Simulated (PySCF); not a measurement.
## Ionising NiH

B97-3; PySCF, no relativity, basis sets Ni def2-TZVPPD, H def2-TZVPPD. Neutral (UKS): doublet (δ ↑), Re = 1.486 Å, ωe = 1874 cm⁻¹, HOMO -5.87 eV, LUMO -1.88 eV.

NiH⁺ (UKS): triplet (σ ↑, δ ↑), Re = 1.488 Å, ωe = 1971 cm⁻¹. The energies at the minima are -1508.72839 hartree for NiH and -1508.41509 for NiH⁺.

Question: Work out the adiabatic ionisation energy, without and with harmonic zero-point energies (1 hartree = 27.2114 eV, 1 eV = 8065.5 cm⁻¹), and the change of the bond length.

Answer: At B97-3: 0.31330 hartree = 8.525 eV between the minima; the zero-point term (1971.0 − 1874.0)/2 cm⁻¹ = +0.006 eV makes it 8.531 eV. Re changes by +0.2 pm against the neutral. The electron leaves a σ orbital, and the small change of length marks it as nearly non-bonding.

De is left out where the level can put another filling of the metal’s s and d shells below the measured ground configuration, by anything from nothing to about 1 eV. With d or f electrons several states lie close, and the lowest PBE0 determinant need not be the measured ground state.
